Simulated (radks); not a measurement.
The numbers below are computed, except where a source is named.
Ionisation of the zinc ion Zn+, [Ar] 3d10 4s1, to [Ar] 3d10 as the strength of local exchange is varied. Level of theory: Dirac Kohn-Sham, Slater X-alpha exchange (alpha = 2/3 is LDA exchange), no correlation, spin-unpolarised, spherical densities, point nucleus (a radial shooting solver on a logarithmic mesh with Libxc functionals).

alpha  E(Zn+) (hartree)  exchange (hartree)  IE (eV)  -e of the level emptied (eV)  <r> of it (bohr)
0.602       -1784.01247           -59.30590   17.135                12.722 (4s1/2)             2.446
0.655       -1789.24194           -64.72955   17.551                13.132 (4s1/2)             2.419
0.667       -1790.42825           -65.96205   17.646                13.226 (4s1/2)             2.413
0.68        -1791.71436           -67.29914   17.749                13.327 (4s1/2)             2.407
0.761       -1799.74995           -75.67408   18.394                13.969 (4s1/2)             2.368
0.937       -1817.34126           -94.13101   19.822                15.406 (4s1/2)             2.288
0.969       -1820.55894           -97.52483   20.086                15.674 (4s1/2)             2.274

NIST Atomic Spectra Database: 17.964 eV (measured). The Delta-SCF value meets it near alpha = 0.71. Spin polarisation and multiplet splitting are left out, so open shells lie too high by an amount that depends on their filling.

Beside tabulated values, note that spin-unpolarised runs miss the spin-polarisation part of the exchange energy of open shells.
